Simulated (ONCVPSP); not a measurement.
What one change does to a pseudopotential (manganese (Mn), ONCV)

Mn, optimised norm-conserving Vanderbilt (ONCV), made with ONCVPSP 4.0.1 (PBEsol, scalar-relativistic). Core [Ne], reference 3s2 3p6 3d5 4s2. Waves: 3s+4s: rc 1.40 bohr, ncon 4, nbas 7, qcut 7.6 1/bohr, 2 projectors; 3p: rc 1.45 bohr, ncon 5, nbas 9, qcut 7.4 1/bohr, 1 projector; 3d: rc 1.10 bohr, ncon 4, nbas 8, qcut 11.4 1/bohr, 2 projectors, debl 0.7 Ha. Local part: polynomial inside 0.70 bohr (lpopt 3, dvloc0 -1 Ha). Core correction: polynomial model core, fcfact 0.2.

All-electron outer shells of the reference configuration (PBEsol, scalar-relativistic, ld1.x):

| shell | level (eV) | outermost node (bohr) | outermost maximum (bohr) |
| --- | --- | --- | --- |
| 2p | -629.76 | – | 0.19 |
| 3s | -85.64 | 0.34 | 0.74 |
| 3p | -54.48 | 0.31 | 0.75 |
| 3d | -6.79 | – | 0.76 |
| 4s | -5.12 | 1.05 | 2.51 |

Change: s: qcut 6.5; p: qcut 6.3; d: qcut 9.7.

Cutoffs: the cutoffs (Ha) at which the residual kinetic energy of the hardest occupied pseudo-wave falls to 1 and 0.1 mHa per electron; they do not see the model core or the augmentation charge, which bear on the density cutoff. Errors are all-electron minus pseudo energies relative to the spin-unpolarised reference configuration.

**Question.** What does the change do?

**Answer.** The potential gets harder (60 Ha and 130 Ha → 158 Ha and 199 Ha); of the 4 tests that both files solve, the error grows in 3 and shrinks in 0 by more than 15 % and 0.3 meV (median size 1.2 → 2.1 meV); neither file shows a bound ghost.

```tsv
quantity	base	changed
cutoff, loose	60 Ha	158 Ha
cutoff, tight	130 Ha	199 Ha
loose cutoff by channel	s 22 Ha, p 26 Ha, d 60 Ha	s 17 Ha, p 67 Ha, d 158 Ha
bound ghosts	none	none
GHOST(+) flags under 300 eV	none	none
error for 3s2 3p6 3d5 4s1, meV [ΔE 8.43 eV]	-0.4	-0.4
error for 3s2 3p6 3d5 4s0, meV [ΔE 23.94 eV]	-0.5	-0.9
error for 3s2 3p6 3d4 4s0, meV [ΔE 56.43 eV]	-2.0	-3.4
error for 3s2 3p6 3d5 4s0 4p1, meV [ΔE 13.19 eV]	+11	-16
s: phases at 1.42 bohr within 0.05 rad from the reference energy up to (Ha; the scan ends near 5)	to the end of the scan	to the end of the scan
p: phases at 1.47 bohr within 0.05 rad from the reference energy up to (Ha; the scan ends near 5)	1.9	2.0
d: phases at 1.12 bohr within 0.05 rad from the reference energy up to (Ha; the scan ends near 5)	to the end of the scan	to the end of the scan
rms error of d²Exc/dni dnj with the model core, mHa	1.37	1.50
```
